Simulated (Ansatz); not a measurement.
Gas-phase electronic energies from Ansatz, PBE0-D4/def2-TZVP geometries. CCSD(T)/CBS is the MP2 limit (def2-TZVPP, def2-QZVPP) plus CCSD(T) − MP2 in def2-TZVPP, frozen cores. This one scheme is used for every species. Functionals use def2-TZVPP. HSE06 is defined as in plane-wave codes. Each species was taken in one conformer, which may not be the lowest.

Consider the adduct formation: `FB(F)F` + `N[SiH3]` → `F[B-](F)(F)[NH2+][SiH3]`.

`FB(F)F`:

Cartesian coordinates in Å:
```
F 0.832 0.835 -0.574
B 0.000 0.000 0.000
F 0.446 -1.121 0.513
F -1.278 0.286 0.061
```

`N[SiH3]`:

Z-matrix (Å, degrees):
```
Si
N 1 1.720
H 1 1.486 2 107.9
H 1 1.494 2 116.0 3 -120.3
H 1 1.486 2 107.9 3 119.4
H 2 1.007 1 119.6 3 -168.6
H 2 1.007 1 119.6 3 49.2
```

`F[B-](F)(F)[NH2+][SiH3]`:

Z-matrix (Å, degrees):
```
B
F 1 1.378
F 1 1.366 2 113.7
F 1 1.369 2 113.5 3 132.9
N 1 1.675 2 104.0 3 -114.2
Si 5 1.810 1 111.5 2 -33.5
H 5 1.017 1 107.2 2 89.0
H 5 1.017 1 106.9 2 -156.8
H 6 1.473 5 107.3 1 -45.5
H 6 1.484 5 106.5 1 -164.3
H 6 1.474 5 106.9 1 77.7
```

```json
{"level": "HSE06-D4", "ΔE (kJ/mol)": "-81.0"}
{"level": "PBE-QIDH", "ΔE (kJ/mol)": "-80.9"}
{"level": "PBE", "ΔE (kJ/mol)": "-68.7"}
{"level": "revPBE", "ΔE (kJ/mol)": "-47.5"}
{"level": "BLYP", "ΔE (kJ/mol)": "-45.2"}
{"level": "r2SCAN", "ΔE (kJ/mol)": "-79.3"}
{"level": "r2SCAN0", "ΔE (kJ/mol)": "-81.1"}
{"level": "MP2/def2-TZVPP", "ΔE (kJ/mol)": "-78.3"}
```

**Question.** What does CCSD(T)/CBS give? (An estimate is asked.)

**Answer.** The calculation gave: -77.4 kJ/mol. The listed levels differ from it by -3.6, -3.5, 8.7, 29.9, 32.2, -1.9, -3.7, -0.9 kJ/mol.

**Question.** What do rigid-rotor, harmonic-oscillator terms from PBE0-D4/def2-TZVP frequencies (298.15 K, 1 bar) make of the CCSD(T)/CBS value? (Best estimate.)

**Answer.** Computed: ΔZPE = +12.0 kJ/mol, ΔH = -68.5 kJ/mol, ΔS = -159 J/(mol·K), ΔG = -21.0 kJ/mol. Modes under 50 cm⁻¹ make the entropy rough.

Largest T1 diagnostic among the species: 0.012.

Leaving LDA and LC-ωPBE aside and taking each functional with its dispersion term where it has one, the values, not all of them listed here, spread over 18.8 kJ/mol, from r2SCAN0-D4 to BLYP-D4. LDA lies −43.8 kJ/mol from PBE without D4. In def2-TZVPP, CCSD(T) changes the Hartree–Fock value by −37.6 kJ/mol (the triples alone add −4.2 kJ/mol) and MP2 by −36.9 kJ/mol. At CCSD(T), def2-SVP lies −17.4 kJ/mol from the extrapolated value and def2-TZVPP −1.6 kJ/mol.
